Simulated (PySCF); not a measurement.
CH₄I₂OSi, SMILES CO[SiH](I)I. The structure is a stationary point at B3LYP-D3(BJ)/def2-SVP. The def2 effective core potentials stand for the cores of I; spin–orbit coupling is left out. One conformer was computed; it need not be the lowest.

**Question.** Give the equilibrium geometry at B3LYP-D3(BJ)/def2-SVP (PySCF confirms it by a frequency run) as bond lengths and angles. (An estimate is asked for; the answer gives what the named calculation found.)

**Answer.** This is not unique; one that fits is 
Atoms: Si1 I2 I3 O4 C5 H6 H7 H8 H9. Bonded distances (Å): Si1–I2 2.472, Si1–I3 2.445, Si1–O4 1.645, Si1–H6 1.483, O4–C5 1.417, C5–H7 1.099, C5–H8 1.104, C5–H9 1.104. Angles (°): I2–Si1–I3 111.5, I2–Si1–O4 110.0, I2–Si1–H6 107.0, I3–Si1–O4 106.8, I3–Si1–H6 108.9, O4–Si1–H6 112.6, Si1–O4–C5 127.6, O4–C5–H7 108.0, O4–C5–H8 111.5, O4–C5–H9 111.2, H7–C5–H8 108.7, H7–C5–H9 108.8, H8–C5–H9 108.6.
